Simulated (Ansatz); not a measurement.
CH$_{5}$BCl$_{2}$Se. Total charge 0; spin multiplicity 1. The bonds changed during the relaxation, so this is another structure than the one it started from. The structure was optimised at the PBE0-D4/def2-TZVP level. It is one conformer, not always the lowest.

```xyz
10

C     1.142    0.981   -0.274
B     0.598    0.077    0.862
Cl    1.051   -1.617    0.975
Cl   -0.348    0.745    2.182
Se   -2.256   -0.646   -0.934
H     1.341    0.424   -1.190
H     2.099    1.403    0.063
H     0.479    1.821   -0.486
H    -1.659   -1.842   -1.538
H    -2.447   -1.347    0.340
```

What is the dipole moment at r2SCAN/def2-TZVPP? (Best estimate.)

The calculation gave: 1.12 D, with components (0.25, 0.04, -1.09) D in this frame, pointing from negative to positive charge.

And with PBE, B3LYP, ωB97M-V? (Best estimate.)

Ansatz gave: PBE 1.07 D, B3LYP 1.09 D, ωB97M-V 1.07 D.

Give the Mulliken charges with r2SCAN, PBE, ωB97M-V in def2-TZVPP. (An estimate is asked.)

The calculation gave: 
```
atom  r2SCAN    PBE  ωB97M-V
  C1   -0.23  -0.32    -0.32
  B2    0.24   0.18     0.10
 Cl3   -0.14  -0.12    -0.10
 Cl4   -0.14  -0.12    -0.10
 Se5   -0.13  -0.12    -0.15
  H6    0.07   0.11     0.12
  H7    0.09   0.12     0.13
  H8    0.08   0.12     0.13
  H9    0.08   0.07     0.09
 H10    0.08   0.08     0.09
```

B3LYP here is the variant with VWN-RPA as its local correlation; programs differ in this.
